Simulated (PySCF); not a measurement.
Run record for `CC[Se-]`: PBE/aug-pcSseg-1, IEF-PCM cyclohexane, start guess sap, full TDDFT, 1 singlet.

Method: TDDFT PBE/aug-pcSseg-1, vertical, IEF-PCM cyclohexane (non-equilibrium linear response), core orbitals frozen in the response (PySCF 2.14.0, density-fitted response routines). Geometry: GFN2-xTB. The command runs a driver script over a list of jobs; the input below is this job's line of settings and its coordinates in Å.

Command:
```bash
OMP_NUM_THREADS=1 python probes_run.py task.json out
```

Input:
```
{"job": {"kind": "uv", "xc": "PBE", "basis": "aug-pcSseg-1", "solvent": "cyclohexane", "nstates": 1, "ntriplets": 2, "tda": false, "scf": {"guess": "sap"}}, "charge": -1, "multiplicity": 1}
C     -0.807512     0.068671    -0.041657
C      0.672526    -0.240686    -0.019707
Se     1.753933     1.320233     0.464262
H     -1.131963     0.413330     0.938521
H     -1.014376     0.857656    -0.762424
H     -1.381329    -0.822056    -0.314394
H      1.018466    -0.569472    -1.002007
H      0.899311    -1.018263     0.712841
```

Output:
```
final grid: 62352 points
cycle   1  E = -2452.8290272300  dE =  2.143e+01  |g| = 4.504e+00  |ddm| = 4.020e+02
cycle   2  E = -2317.5035081772  dE =  1.353e+02  |g| = 1.970e+01  |ddm| = 4.033e+02
cycle   3  E = -2455.6139233183  dE = -1.381e+02  |g| = 8.473e+00  |ddm| = 4.878e+01
cycle   4  E = -2462.0639921291  dE = -6.450e+00  |g| = 6.974e+00  |ddm| = 7.563e+00
cycle   5  E = -2463.1076612385  dE = -1.044e+00  |g| = 6.621e+00  |ddm| = 6.426e+00
cycle   6  E = -2467.7377532182  dE = -4.630e+00  |g| = 6.037e+00  |ddm| = 9.518e+00
cycle   7  E = -2469.4991027408  dE = -1.761e+00  |g| = 5.452e+00  |ddm| = 8.520e+00
cycle   8  E = -2470.4206756399  dE = -9.216e-01  |g| = 5.137e+00  |ddm| = 8.444e+00
cycle   9  E = -2473.1609053820  dE = -2.740e+00  |g| = 4.508e+00  |ddm| = 8.053e+00
cycle  10  E = -2449.4577237892  dE =  2.370e+01  |g| = 5.321e+00  |ddm| = 9.070e+01
cycle  11  E = -2477.3757598927  dE = -2.792e+01  |g| = 2.076e+00  |ddm| = 8.600e+01
cycle  12  E = -2479.3536174728  dE = -1.978e+00  |g| = 1.660e+00  |ddm| = 2.041e+01
cycle  13  E = -2479.8823114019  dE = -5.287e-01  |g| = 8.458e-01  |ddm| = 3.370e+00
cycle  14  E = -2480.1049670382  dE = -2.227e-01  |g| = 2.850e-01  |ddm| = 1.109e+00
cycle  15  E = -2480.1261292939  dE = -2.116e-02  |g| = 1.438e-01  |ddm| = 4.648e-01
cycle  16  E = -2480.1331256656  dE = -6.996e-03  |g| = 5.898e-02  |ddm| = 3.024e-01
cycle  17  E = -2480.1340808001  dE = -9.551e-04  |g| = 1.285e-02  |ddm| = 1.056e-01
cycle  18  E = -2480.1341259792  dE = -4.518e-05  |g| = 3.771e-03  |ddm| = 3.231e-02
cycle  19  E = -2480.1341302448  dE = -4.266e-06  |g| = 3.815e-04  |ddm| = 7.545e-03
cycle  20  E = -2480.1341302944  dE = -4.961e-08  |g| = 9.163e-05  |ddm| = 9.936e-04
cycle  21  E = -2480.1341302975  dE = -3.102e-09  |g| = 1.908e-05  |ddm| = 3.762e-04
cycle  22  E = -2480.1341302977  dE = -1.160e-10  |g| = 4.343e-06  |ddm| = 5.115e-05
converged SCF energy = -2480.1341302977

Static polarisability (au): isotropic 109.148, principal 99.936 100.252 127.256

Singlet excitations
state   eV       nm        f      main configurations
  1   2.5139    493.2   0.01384   H->L 1.00

Triplet excitations (Tamm-Dancoff, eV): 2.4787 2.4952
```

H and L stand for HOMO and LUMO; the number after each pair is its weight.

Problem. Give the mean polarisability as a volume in Å³, and the ratio of the largest to the smallest principal value.

Solution. 109.148 au × 0.148185 = 16.17 Å³; 127.256/99.936 = 1.27.

Problem. Give S1 in cm⁻¹ and kJ/mol.

Solution. 2.5139 eV × 8065.54 = 20276 cm⁻¹; × 96.485 = 242.6 kJ/mol.

In short: SCF converged in 22 cycles with 147 basis and 587 fitting functions; HOMO -1.45 eV, LUMO 1.08 eV; lowest singlet 2.51 eV; lowest triplet 2.48 eV (Tamm–Dancoff); mean polarisability 109.1 au.

The species at its GFN2-xTB geometry. The PBE/aug-pcSseg-1 calculation is non-relativistic and has no spin–orbit coupling, an omission that weighs most on selenium.

Problem. How long does this job take on one thread, Arm Neoverse V2 (aarch64), on a shared host? And the peak memory of the process?

Solution. About 8.1 s, with 0.62 GiB resident at the peak, the Python interpreter and its libraries included.
